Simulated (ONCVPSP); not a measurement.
**Transferability test, ONCV potential for oxygen (O)**

```
Element                 : O
Generator               : ONCVPSP 4.0.1
Type                    : optimised norm-conserving Vanderbilt (ONCV)
Functional              : LDA (Perdew-Zunger)
Relativity              : scalar-relativistic
Frozen core             : [He]
Valence charge          : 6
Reference configuration : 2s2 2p4
Partial waves           : 2s: rc 0.70 bohr, ncon 4, nbas 7, qcut 10.3 1/bohr, 3 projectors, debl 1.3 Ha; 2p: rc 1.60 bohr, ncon 4, nbas 7, qcut 10.3 1/bohr, 2 projectors, debl 2.6 Ha; d scattering state at 0.47 Ha: rc 1.65 bohr, ncon 4, nbas 8, qcut 5.3 1/bohr, 1 projector
Local potential         : polynomial inside 0.55 bohr (lpopt 4, dvloc0 -1 Ha)
Core correction         : Teter function, fcfact 4.25, rcfact 1.25
```

Energies are relative to the spin-unpolarised reference configuration 2s2 2p4; without spin polarisation the order of configurations can differ from experiment.

**Question.** Give the all-electron excitation energy and the error of the potential for: 2s2 2p3; 2s2 2p2; 2s2 2p1; 2s2 2p3.5.

**Answer.**

| valence configuration | charge | ΔE all-electron (eV) | error AE − PS (meV) |
| --- | --- | --- | --- |
| 2s2 2p3 | +1 | 16.583 | +25 |
| 2s2 2p2 | +2 | 50.292 | +206 |
| 2s2 2p1 | +3 | 104.255 | +803 |
| 2s2 2p3.5 | +0.5 | 6.366 | +3.8 |

Note: ghosts flagged at negative energy: s at -480.0 eV; GHOST(+) flagged for d at 79.6 eV. A true bound ghost makes a file unfit for plane-wave use.
